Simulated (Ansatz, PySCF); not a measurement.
Caution: the highest occupied level lies above zero, so the state may not be bound. Another site gives an ion 0.62 eV lower (`[SiH3][N-][SiH3]`) at the level frozen-core CCSD(T)/aug-cc-pVTZ // PBE0-D3(BJ)/def2-TZVPD (Ansatz, a program for electronic structure).

Delta-SCF ions had no search for a lower state. 

Cartesian coordinates (Å):
SMILES: [SiH2-]N[SiH3]
```xyz
9

Si    -1.9564     0.3934    -0.0025
N     -0.1898     0.8698    -0.1579
Si     1.1223    -0.1816    -0.0078
H     -1.8401    -0.4423     1.2940
H     -1.9180    -0.8683    -0.8968
H     -0.0135     1.8394    -0.3543
H      2.4315     0.5489    -0.1951
H      1.2249    -0.8585     1.3264
H      1.1391    -1.3008    -1.0059
```
Charge -1, spin multiplicity 1.

Task: Estimate the vertical detachment energy (Delta-SCF), total energy and HOMO that PySCF with PBE-D3(BJ)/def2-TZVPD // PBE0-D3(BJ)/def2-TZVPD returns for this input.

Result: 
```yaml
vertical detachment energy (Delta-SCF): 2.03 eV
total_energy: -637.0477 Ha
HOMO: 0.68 eV
```
